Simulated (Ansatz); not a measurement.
**Two structures, one formula**

Two isomers of CH$_{3}$LiSe, closed shell, relaxed at PBE0-D4/def2-TZVP (vibrations not checked).

A:

```xyz
6
angstrom
Li 1.6266 -0.0622 0.6233
C 0.2189 0.0919 -0.6875
Se -0.7406 -0.6679 0.9179
H 0.1225 -0.7489 -1.3885
H -0.4377 0.8756 -1.0727
H -0.8438 0.5949 1.6691
```

B:

| atom | x (Å) | y (Å) | z (Å) |
| --- | --- | --- | --- |
| Li1 | -0.9153 | -2.3094 | 0.9939 |
| Se2 | -1.3151 | -0.5214 | -0.3466 |
| C3 | 0.3316 | 0.5469 | -0.1763 |
| H4 | 1.1980 | -0.0109 | -0.5286 |
| H5 | 0.2114 | 1.4336 | -0.7969 |
| H6 | 0.4894 | 0.8612 | 0.8544 |

Ansatz 0.2.0; basis: def2-TZVPP; cores frozen in the correlated methods. Filled d shells of the heavier atoms are correlated. The outer core shell of Li, Na, Mg and K is correlated. The def2 sets are not built for correlating such inner shells, so the correlated values are less sure here. B3LYP uses VWN-RPA correlation.

**Question.** Which structure is lower at CCSD(T), and by how much? (To be estimated.)

**Answer.** The calculation gives: B, by 33.68 kcal/mol (electronic energy, against the other). By their contacts, A is CH₃LiSe ([Li]1[CH2][SeH]1) and B is CH₃LiSe ([Li][Se][CH3]).

All methods give the same order:

| method | E(B) − E(A) (kcal/mol) |
| --- | --- |
| PBE-D4 | -32.11 |
| r2SCAN-D4 | -33.59 |
| PBE0-D4 | -34.13 |
| B3LYP-D4 | -33.97 |
| wB97M-V | -34.15 |
| HF | -39.34 |
| MP2 | -34.85 |
| CCSD | -34.47 |
| CCSD(T) | -33.68 |

No T1 diagnostic of these runs exceeds 0.010.

Labels in which every atom is bracketed show which atoms are joined, not bond orders.
